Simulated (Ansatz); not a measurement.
C₂H₇GaGe, SMILES `C=[CH][GaH][GeH3]`. The species carries charge 0 and has multiplicity 1. The geometry is a stationary point of PBE0-D4/def2-TZVP. It is one conformer, not always the lowest.

```xyz
11

C     1.145   -1.360   -1.016
C     0.868   -0.154   -1.513
Ga   -0.226    1.124   -0.520
Ge   -1.100    0.479    1.672
H     0.777   -1.680   -0.043
H     1.753   -2.087   -1.551
H     1.272    0.096   -2.492
H    -0.542    2.545   -1.115
H    -0.607    1.442    2.772
H    -2.641    0.539    1.694
H    -0.701   -0.944    2.111
```

**Question.** What is the dipole moment at B3LYP/def2-TZVPP? (Best estimate.)

**Answer.** Computed: 1.22 D, with components (0.69, -0.55, -0.84) D in this frame, pointing from negative to positive charge.

**Question.** And with PBE, r2SCAN, ωB97M-V? (Estimate.)

**Answer.** The calculation gave: PBE 1.22 D, r2SCAN 1.23 D, ωB97M-V 1.15 D.

**Question.** Give the Mulliken charges with B3LYP, ωB97M-V, PBE in def2-TZVPP. (An estimate is asked.)

**Answer.** The calculation gave: 
```tsv
atom	B3LYP	ωB97M-V	PBE
C1	-0.18	-0.17	-0.15
C2	-0.22	-0.27	-0.19
Ga3	0.27	0.32	0.24
Ge4	-0.10	-0.21	-0.11
H5	0.10	0.10	0.09
H6	0.11	0.11	0.10
H7	0.10	0.11	0.10
H8	-0.05	-0.02	-0.04
H9	-0.01	0.01	-0.01
H10	-0.01	0.01	-0.01
H11	-0.01	0.01	-0.01
```

B3LYP here is the variant with VWN-RPA as its local correlation; programs differ in this.
